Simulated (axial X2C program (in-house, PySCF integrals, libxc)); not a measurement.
**Low determinants of TeO⁻ at the PBE0 level, 2c**

Calculated with an axial X2C code built on PySCF integrals. Two-component (2c) means X2C with spin–orbit coupling and atomic mean-field two-electron Coulomb and Gaunt terms. Basis: Te dyall-acv3z [12s13p9d5f1g], O dyall-av3z [7s6p3d2f] (cores contracted in-house); Gaussian nuclei, density fitting, unrestricted open shells. Masses: Te 129.906 u, O 15.995 u.

Search at 1.850 Å (vertical energies from the lowest determinant):

| ΔE (eV) | state | electrons beyond evenly filled partner blocks | electrons in ±ω = 1/2, 3/2, 5/2, 7/2 |
| --- | --- | --- | --- |
| 0.00 | Ω = 3/2 | ω = 3/2 | 40 17 4 0 |
| 0.27 | Ω = 1/2 | ω = 1/2 | 39 18 4 0 |
| 1.99 | Ω = 1/2 | 2 × ω = -1/2, ω = 3/2 | 40 17 4 0 |
| 2.27 | Ω = 1/2 | ω = 1/2 | 41 16 4 0 |
| 2.58 | Ω = 5/2 | 2 × ω = 1/2, ω = 3/2 | 40 17 4 0 |
| 2.79 | Ω = 5/2 | ω = -1/2, 2 × ω = 3/2 | 39 18 4 0 |
| 3.52 | Ω = 7/2 | ω = 1/2, 2 × ω = 3/2 | 39 18 4 0 |

Lowest determinant, Ω = 3/2 (⟨Sz⟩ = 0.50, ⟨Lz⟩ = 1.00 at PBE0): Re = 1.885 Å, ωe = 702.2 cm⁻¹.

The determinant in row 2 of the search, Ω = 1/2 (⟨Sz⟩ = -0.50, ⟨Lz⟩ = 1.00 at PBE0), was followed along the bond at PBE0; measured from the minimum of the lowest determinant it gives:

Te = 0.266 eV (2144 cm⁻¹), Re = 1.887 Å, ωe = 689.6 cm⁻¹.

**Question.** Compare the bond of the determinant in row 2 with that of the lowest one.

**Answer.** At PBE0 its Re is 0.002 Å longer and its force constant, which goes as ωe², is 0.96 times that of the lowest determinant. T0 ≈ Te + Δωe/2 = 2144 + (-6) = 2138 cm⁻¹.

The search compares states at one distance, so a state with another bond length can lie lower; it is not exhaustive and yields mostly the lowest determinant of each block pattern, so other components and higher states of one pattern are missing. These are energies of single determinants, not of spin-adapted states; PBE0 term energies can be off by some tenths of an eV, and the functional has no current term. For an anion, determinants above electron detachment are held by the basis set. The highest occupied level of some functionals is positive through self-interaction error; at Hartree–Fock it is bound. Row 1 has a positive highest level at its minimum. Row 2 has a positive highest level at its minimum.
